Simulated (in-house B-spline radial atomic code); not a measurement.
**RPA and G0W0 on r2SCAN: Cd**

Configuration [Kr] 4d10 5s2, mean-field start r2SCAN. Computed with a B-spline radial code for spherical atoms: all electrons, scalar-relativistic (spin-free one-electron X2C), finite nucleus, each spin shell either full or empty, empty states to l = 9 with an (l + 1/2)⁻⁴ tail; G0W0 by contour deformation at full frequency.

Command:
```bash
python run_gw.py task.json out
```
Settings (radii: box in bohr, nucleus in fm):
```
Z                        48
electrons                48
configuration            [Kr] 4d10 5s2
hamiltonian              x2c
method                   r2scan
lmax                     9
rms_radius               4.6087
spin_polarised           False
box_radius               40
intervals                72
ion_configuration        [Kr] 4d10 5s1
```

Cost of the run: 7 s on 1 thread of Arm Neoverse V2, with other jobs on the host.

Energies (hartree):

```tsv
term	value
mean-field total	-5594.04870
Hartree-Fock functional on these orbitals	-5591.36673
direct second order	-4.3414
second-order exchange	1.1986
SOSEX correction	1.0907
```

(1) What is the RPA correlation energy, and what remains with SOSEX?

Quasi-particle levels (eV):

```csv
level,occupied,mean field,Σx - vxc,Σc,QP weight,G0W0
5s,yes,-5.845,-1.77,?,?,?
5p,no,-0.784,2.96,-1.08,0.922,1.098
```

G0W0 = mean field + (Σx - vxc) + Σc, with Σc (partial-wave tail included) taken at the quasi-particle energy. Only the outer levels were computed. Levels of low weight are left out. An empty level above zero is unbound and depends on the box.

(2) Where does G0W0 put 5s?

(3) What does it cost to remove one electron (to [Kr] 4d10 5s1) by differences of total energies, each species on its own start (correlation terms add to the Hartree-Fock functional)?

Results:

(1) RPA gives -3.7123 hartree (-2.1 eV per electron); RPA + SOSEX gives -2.6215, and the second-order doubles -3.1428 hartree (no singles). SOSEX takes back 29 % of the RPA value.

(2) At -9.131 eV, with Σc = -1.52 eV and a quasi-particle weight of 0.889. The tabulated removal energy is 8.994 eV (NIST, measured); the calculation leaves out spin-orbit coupling, Breit and QED terms, and what these don't explain is the method's own error.

(3) r2SCAN 8.851 eV, Hartree-Fock functional 7.197 eV, + RPA 9.274 eV, + RPA + SOSEX 8.788 eV, + second order 10.394 eV. Tabulated: 8.994 eV (NIST, measured); the calculation leaves out spin-orbit coupling, Breit and QED terms, and what these don't explain is the method's own error.
